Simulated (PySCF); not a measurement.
PySCF input (BP86/6-31G* (5d)):

```python
from pyscf import gto, dft

mol = gto.M(
    atom='''
    Si   -2.08559800   -0.32704200    0.17938700
    C    -0.27258600   -0.05442500    0.01055800
    C     0.77062900   -1.04095600   -0.16546000
    C     1.94629200   -0.37535300   -0.17263600
    O     1.73467600    0.96366800   -0.00743400
    C     0.39333600    1.13632700    0.10450300
    H    -2.83009700    0.93049000   -0.08303400
    H    -2.54741800   -1.42303100   -0.70930800
    H     0.63922600   -2.10405900   -0.27797200
    H     2.97217700   -0.67869300   -0.28232400
    H     0.06104800    2.15097900    0.23889000
    ''',
    basis='6-31g*',
    charge=0,
    spin=1,
    verbose=4,
)

mf = dft.UKS(mol, xc='bp86')
mf.grids.level = 3
mf.conv_tol = 1e-9
mf.max_cycle = 100
mf.max_memory = 1500
mf.kernel()
if not mf.converged:
    mf = mf.newton()
    mf.kernel(mf.make_rdm1())
mo, _, stable, _ = mf.stability(return_status=True)
if not stable:
    mf.kernel(mf.make_rdm1(mo, mf.mo_occ))
    stable = mf.stability(return_status=True)[2]
mf.dip_moment()
```

Output:

```
PySCF version 2.14.0

[INPUT] verbose = 4
[INPUT] num. atoms = 11
[INPUT] num. electrons = 51
[INPUT] charge = 0
[INPUT] spin (= nelec alpha-beta = 2S) = 1
[INPUT] symmetry False subgroup None
[INPUT] Mole.unit = angstrom
[INPUT] Symbol           X                Y                Z      unit          X                Y                Z       unit  Magmom
[INPUT]  1 Si    -2.085598000000  -0.327042000000   0.179387000000 AA   -3.941209025941  -0.618019811230   0.338992300307 Bohr   0.0
[INPUT]  2 C     -0.272586000000  -0.054425000000   0.010558000000 AA   -0.515112885391  -0.102848344329   0.019951728423 Bohr   0.0
[INPUT]  3 C      0.770629000000  -1.040956000000  -0.165460000000 AA    1.456277753647  -1.967121747723  -0.312674084571 Bohr   0.0
[INPUT]  4 C      1.946292000000  -0.375353000000  -0.172636000000 AA    3.677958838432  -0.709314370034  -0.326234759240 Bohr   0.0
[INPUT]  5 O      1.734676000000   0.963668000000  -0.007434000000 AA    3.278062554856   1.821068595007  -0.014048224010 Bohr   0.0
[INPUT]  6 C      0.393336000000   1.136327000000   0.104503000000 AA    0.743297314932   2.147346817949   0.197482049195 Bohr   0.0
[INPUT]  7 H     -2.830097000000   0.930490000000  -0.083034000000 AA   -5.348108235953   1.758371261647  -0.156911519027 Bohr   0.0
[INPUT]  8 H     -2.547418000000  -1.423031000000  -0.709308000000 AA   -4.813922344787  -2.689138856766  -1.340397857963 Bohr   0.0
[INPUT]  9 H      0.639226000000  -2.104059000000  -0.277972000000 AA    1.207962071701  -3.976095259926  -0.525290950298 Bohr   0.0
[INPUT] 10 H      2.972177000000  -0.678693000000  -0.282324000000 AA    5.616600523731  -1.282543892659  -0.533515038392 Bohr   0.0
[INPUT] 11 H      0.061048000000   2.150979000000   0.238890000000 AA    0.115364000452   4.064761209691   0.451436673897 Bohr   0.0

nuclear repulsion = 258.269216633302
number of shells = 48
number of NR pGTOs = 206
number of NR cGTOs = 98
basis = 6-31g*
ecp = {}

******** <class 'pyscf.dft.uks.UKS'> ********
method = UKS
initial guess = minao
damping factor = 0
level_shift factor = 0
DIIS = <class 'pyscf.scf.diis.CDIIS'>
diis_start_cycle = 1
diis_space = 8
diis_damp = 0
SCF conv_tol = 1e-09
SCF conv_tol_grad = None
SCF max_cycles = 100
direct_scf = True
direct_scf_tol = 1e-13
number electrons alpha = 26  beta = 25
XC library pyscf.dft.libxc version 7.1.2
    S. Lehtola, C. Steigemann, M. J. T. Oliveira, and M. A. L. Marques,  SoftwareX 7, 1–5 (2018)
XC functionals = bp86
    A. D. Becke,  Phys. Rev. A 38, 3098 (1988)
    J. P. Perdew,  Phys. Rev. B 33, 8822 (1986)
    J. P. Perdew,  Phys. Rev. B 34, 7406–7406 (1986)
radial grids:
    Treutler-Ahlrichs [JCP 102, 346 (1995); DOI:10.1063/1.469408] (M4) radial grids

becke partition: Becke, JCP 88, 2547 (1988); DOI:10.1063/1.454033
pruning grids: <function nwchem_prune>
grids dens level: 3
symmetrized grids: False
atomic radii adjust function: <function treutler_atomic_radii_adjust>
small_rho_cutoff = 0
Set gradient conv threshold to 3.16228e-05
tot grids = 138776
init E= -520.835511384871
  alpha nocc = 26  HOMO = -0.178581962855655  LUMO = -0.0873040441948376
  beta  nocc = 25  HOMO = -0.276422134632622  LUMO = -0.178581962855654

WARN: HOMO -0.178581962855655 >= LUMO -0.178581962855654

cycle= 1 E= -519.996854416586  delta_E= 0.839  |g|= 0.388  |ddm|= 2.46
  alpha nocc = 26  HOMO = -0.129162928103019  LUMO = 0.0419292943538139
  beta  nocc = 25  HOMO = -0.150554097465827  LUMO = -0.102320304996546
  HOMO = -0.129162928103  LUMO = -0.102320304997  gap/eV = 0.73042
cycle= 2 E= -519.789724015757  delta_E= 0.207  |g|= 0.739  |ddm|= 1.05
  alpha nocc = 26  HOMO = -0.153491990042351  LUMO = -0.0218261336596677
  beta  nocc = 25  HOMO = -0.210825410491519  LUMO = -0.10926376006963
  HOMO = -0.153491990042  LUMO = -0.10926376007  gap/eV = 1.20351
cycle= 3 E= -520.067699802632  delta_E= -0.278  |g|= 0.0947  |ddm|= 0.774
  alpha nocc = 26  HOMO = -0.167675858939267  LUMO = -0.0207451381351644
  beta  nocc = 25  HOMO = -0.215181777910485  LUMO = -0.119490352072831
  HOMO = -0.167675858939  LUMO = -0.119490352073  gap/eV = 1.31119
cycle= 4 E= -520.069555758837  delta_E= -0.00186  |g|= 0.0769  |ddm|= 0.159
  alpha nocc = 26  HOMO = -0.168567311102022  LUMO = -0.0214952879079546
  beta  nocc = 25  HOMO = -0.213286548778124  LUMO = -0.118601308880701
  HOMO = -0.168567311102  LUMO = -0.118601308881  gap/eV = 1.35964
cycle= 5 E= -520.072416851028  delta_E= -0.00286  |g|= 0.0155  |ddm|= 0.0843
  alpha nocc = 26  HOMO = -0.168406662982329  LUMO = -0.0191945298293605
  beta  nocc = 25  HOMO = -0.210792721911109  LUMO = -0.116765948223368
  HOMO = -0.168406662982  LUMO = -0.116765948223  gap/eV = 1.40522
cycle= 6 E= -520.072515060327  delta_E= -9.82e-05  |g|= 0.00802  |ddm|= 0.0241
  alpha nocc = 26  HOMO = -0.168162888076094  LUMO = -0.0200236750355391
  beta  nocc = 25  HOMO = -0.211819456242289  LUMO = -0.116092587193205
  HOMO = -0.168162888076  LUMO = -0.116092587193  gap/eV = 1.41691
cycle= 7 E= -520.072550332185  delta_E= -3.53e-05  |g|= 0.00208  |ddm|= 0.0101
  alpha nocc = 26  HOMO = -0.168398028676401  LUMO = -0.0200669613551892
  beta  nocc = 25  HOMO = -0.211870777639699  LUMO = -0.116129140453686
  HOMO = -0.168398028676  LUMO = -0.116129140454  gap/eV = 1.42231
cycle= 8 E= -520.072552358058  delta_E= -2.03e-06  |g|= 0.00113  |ddm|= 0.00332
  alpha nocc = 26  HOMO = -0.168422755777649  LUMO = -0.0199770784667233
  beta  nocc = 25  HOMO = -0.21176452326876  LUMO = -0.116075399312384
  HOMO = -0.168422755778  LUMO = -0.116075399312  gap/eV = 1.42444
cycle= 9 E= -520.072553016283  delta_E= -6.58e-07  |g|= 0.000417  |ddm|= 0.0015
  alpha nocc = 26  HOMO = -0.16839984775759  LUMO = -0.0199804293454462
  beta  nocc = 25  HOMO = -0.211768115475692  LUMO = -0.116008695776918
  HOMO = -0.168399847758  LUMO = -0.116008695777  gap/eV = 1.42564
cycle= 10 E= -520.072553126995  delta_E= -1.11e-07  |g|= 0.000105  |ddm|= 0.000602
  alpha nocc = 26  HOMO = -0.168405178509991  LUMO = -0.0199738371095406
  beta  nocc = 25  HOMO = -0.211761767805813  LUMO = -0.116007602682003
  HOMO = -0.16840517851  LUMO = -0.116007602682  gap/eV = 1.42581
cycle= 11 E= -520.07255314771  delta_E= -2.07e-08  |g|= 7.22e-05  |ddm|= 0.000192
  alpha nocc = 26  HOMO = -0.168412203157536  LUMO = -0.0199675174402896
  beta  nocc = 25  HOMO = -0.211755330066444  LUMO = -0.116011915248966
  HOMO = -0.168412203158  LUMO = -0.116011915249  gap/eV = 1.42588
cycle= 12 E= -520.072553112378  delta_E= 3.53e-08  |g|= 4.32e-05  |ddm|= 0.000116
  alpha nocc = 26  HOMO = -0.168409331792966  LUMO = -0.019971484235755
  beta  nocc = 25  HOMO = -0.211758646705416  LUMO = -0.116009445599039
  HOMO = -0.168409331793  LUMO = -0.116009445599  gap/eV = 1.42587
cycle= 13 E= -520.072553136208  delta_E= -2.38e-08  |g|= 1.38e-05  |ddm|= 5.44e-05
  alpha nocc = 26  HOMO = -0.168408589727213  LUMO = -0.0199703944529364
  beta  nocc = 25  HOMO = -0.211758430581138  LUMO = -0.116009099668348
  HOMO = -0.168408589727  LUMO = -0.116009099668  gap/eV = 1.42586
cycle= 14 E= -520.072553136312  delta_E= -1.04e-10  |g|= 9.29e-06  |ddm|= 2.53e-05
  alpha nocc = 26  HOMO = -0.168408680744299  LUMO = -0.019970994188736
  beta  nocc = 25  HOMO = -0.211757839797281  LUMO = -0.116009586243448
  HOMO = -0.168408680744  LUMO = -0.116009586243  gap/eV = 1.42585
Extra cycle  E= -520.072553136052  delta_E= 2.6e-10  |g|= 2.55e-05  |ddm|= 3.34e-05
converged SCF energy = -520.072553136052  <S^2> = 0.75302506  2S+1 = 2.0030228
uhf_internal: lowest eigs of H = [0.59267998 0.59995968 0.60684539]
<class 'pyscf.dft.uks.UKS'> wavefunction is stable in the internal stability analysis
Dipole moment(X, Y, Z, Debye):  0.83062, -0.15443, -0.14874
```

The geometry given is a B3LYP-D3(BJ)/def2-TZVP minimum.
